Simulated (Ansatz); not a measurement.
Molecule (SMILES): [BH2] (BH2), doublet.
Atoms: B1, H2, H3. Bonds: B1-H2, B1-H3.

Basis-set convergence of the optimised B1-H2 bond length at MP2 with Ansatz (an electronic-structure program). The reference of a correlated method is not its basis-set limit, which lies further on. Cartesian d functions, on some or all atoms, in 6-31G*, 6-31G**; all else is spherical. Cores are frozen. Open shells are unrestricted. No added dispersion term, no relativity. Reference: the value in pcseg-4, 1.1810 Å, itself unsure by roughly 0.0008 Å (its mean distance from aug-pcseg-3, aug-cc-pVQZ, cc-pV5Z).

```json
[
 {"basis": "STO-3G", "functions": "7", "optimised B1-H2 bond length (Å)": "1.1745"},
 {"basis": "pcseg-0", "functions": "13", "optimised B1-H2 bond length (Å)": "1.1939"},
 {"basis": "def2-SV(P)", "functions": "18", "optimised B1-H2 bond length (Å)": "1.2086"},
 {"basis": "6-31G*", "functions": "19", "optimised B1-H2 bond length (Å)": "…"},
 {"basis": "pcseg-1", "functions": "24", "optimised B1-H2 bond length (Å)": "1.1884"},
 {"basis": "6-31G**", "functions": "25", "optimised B1-H2 bond length (Å)": "…"},
 {"basis": "6-311G**", "functions": "30", "optimised B1-H2 bond length (Å)": "1.1877"},
 {"basis": "def2-SVPD", "functions": "36", "optimised B1-H2 bond length (Å)": "…"},
 {"basis": "cc-pVTZ", "functions": "58", "optimised B1-H2 bond length (Å)": "1.1838"},
 {"basis": "def2-QZVPPD", "functions": "129", "optimised B1-H2 bond length (Å)": "…"},
 {"basis": "aug-cc-pVQZ", "functions": "172", "optimised B1-H2 bond length (Å)": "1.1825"},
 {"basis": "aug-pcseg-3", "functions": "183", "optimised B1-H2 bond length (Å)": "1.1806"},
 {"basis": "cc-pV5Z", "functions": "201", "optimised B1-H2 bond length (Å)": "1.1817"}
]
```

### Question
What belongs in the gaps?

### Answer

- 6-31G*, optimised B1-H2 bond length (Å): 1.1887
- 6-31G**, optimised B1-H2 bond length (Å): 1.1828
- def2-SVPD, optimised B1-H2 bond length (Å): 1.1967
- def2-QZVPPD, optimised B1-H2 bond length (Å): 1.1821
